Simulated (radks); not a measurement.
Results of a calculation; reference values are marked as such.
Excited configurations of Gd: one electron is placed in a higher orbital outside [Xe] 4f7 5d1 6s1. The ground configuration is [Xe] 4f7 5d1 6s2. Level of theory: scalar-relativistic Kohn-Sham, PBEsol, spin-unpolarised, spherical densities, point nucleus (a radial shooting solver on a logarithmic mesh with Libxc functionals). Excitation = E - E(ground); binding = E(ion) - E, where the ion is the core of charge +1; n* = 1/sqrt(2 binding) in atomic units, and the quantum defect is n - n*.

outer orbital,excitation (eV),binding (eV),n*,quantum defect,eigenvalue (eV),<r> (bohr)
5f,5.758,0.916,3.853,1.147,-0.423,17.02
6p,2.899,3.775,1.898,4.102,-1.916,5.352
6d,5.173,1.502,3.010,2.990,-0.716,11.14
6f,6.035,0.640,4.612,1.388,-0.361,28.73
7s,4.479,2.196,2.489,4.511,-1.305,9.810
7p,5.063,1.611,2.906,4.094,-0.929,12.64
7d,5.739,0.935,3.815,3.185,-0.529,20.92
7f,6.207,0.467,5.399,1.601,-0.283,42.88

The Delta-SCF ionisation energy is 6.674 eV (NIST Atomic Spectra Database: 6.150 eV, measured). Self-interaction in the functional shifts the binding energies and quantum defects, so they are the method's values and not measured ones. Spin polarisation and multiplet splitting are left out, so open shells lie too high by an amount that depends on their filling. Spin-orbit splitting is averaged out at the scalar-relativistic level.

Beside tabulated values, note that spin-unpolarised runs miss the spin-polarisation part of the exchange energy of open shells.
